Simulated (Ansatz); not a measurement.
A CCSD(T) single point on CH₇ClFNSi₂, SMILES `CN([SiH2]F)[SiH2]Cl`.

```yaml
crystal:
  periodic: [false, false, false]
  atoms:
    - {symbol: C, position_ang: [-0.628107, 0.173403, 1.372927]}
    - {symbol: N, position_ang: [0.001290, -0.009041, 0.059493]}
    - {symbol: Si, position_ang: [1.687563, -0.287224, -0.017964]}
    - {symbol: F, position_ang: [2.060446, -1.798330, 0.357329]}
    - {symbol: Si, position_ang: [-1.026765, 0.024734, -1.314752]}
    - {symbol: Cl, position_ang: [-1.797717, 1.913432, -1.605496]}
    - {symbol: H, position_ang: [0.130984, 0.342854, 2.140175]}
    - {symbol: H, position_ang: [-1.211282, -0.704658, 1.664640]}
    - {symbol: H, position_ang: [-1.288933, 1.044398, 1.370372]}
    - {symbol: H, position_ang: [2.145578, -0.051021, -1.402676]}
    - {symbol: H, position_ang: [2.367845, 0.552008, 0.994119]}
    - {symbol: H, position_ang: [-2.202573, -0.851847, -1.111590]}
    - {symbol: H, position_ang: [-0.238317, -0.348709, -2.506577]}
basis:
  gaussian: {orbitals: def2-TZVPP}
correlation: {method: ccsd_t}
```

```sh
$ ansatz run in.yaml --threads 2 --pin off --events-out ev --progress --plain --max-ram 32768MiB --backend cuda --devices 0, --max-vram 18GiB
```

Log, shortened:

```
Functional definition: HF
1858 factors; integrals over basis functions are off by at most 1.4e-3 eV
mean field evaluation 1: about -33560.4675 eV, gradient 4.3e1 eV
mean field evaluation 2: about -33560.8132 eV, gradient 4.3e1 eV
mean field evaluation 4: about -33564.9862 eV, gradient 4.3e0 eV
mean field evaluation 8: about -33565.0590 eV, gradient 3.0e-1 eV
mean field -33565.05925533 eV, -1233.4931764190 hartree, gradient 3.5e-6 eV, S^2 0.000000; 0 other end points of the search recorded, 0 dependent functions left out
18 core orbitals not correlated: weight in the atoms' cores, before any rotation towards them, 1.000 or more for the frozen orbitals, at most 0.000 for the correlated occupied ones
reference -33565.05925533 eV, -1233.4931764190 hartree; 19, 19 occupied and 280, 280 virtual orbitals, 1858 factors
second order -29.02161682 eV of doubles, -0.00000000 eV of singles
cycle   1  -29.80619502 eV  change   -7.8e-1 eV  update   1.1e-1
cycle   2  -30.50492493 eV  change   -7.0e-1 eV  update   3.2e-2
cycle   3  -30.64814829 eV  change   -1.4e-1 eV  update   1.6e-2
cycle   4  -30.63378768 eV  change    1.4e-2 eV  update   3.5e-3
cycle   5  -30.63197712 eV  change    1.8e-3 eV  update   1.6e-3
cycle   6  -30.63268554 eV  change   -7.1e-4 eV  update   5.2e-4
cycle   7  -30.63244054 eV  change    2.4e-4 eV  update   1.9e-4
cycle   8  -30.63237847 eV  change    6.2e-5 eV  update   6.1e-5
cycle   9  -30.63240932 eV  change   -3.1e-5 eV  update   2.2e-5
perturbative correction -1.12637116 eV, -0.0413933767 hartree
Total energy: -33596.81803581 eV, -1234.6602900749 hartree
```

It took 14 s on 2 threads of an AMD EPYC 7R13 on a shared host and a share of an NVIDIA H100 80 GB, with 0.83 GiB of host memory at the peak.

MP2 recovers 91.4 % of the CCSD(T) correlation energy and the triples give 3.5 %; T1 = 0.0109.
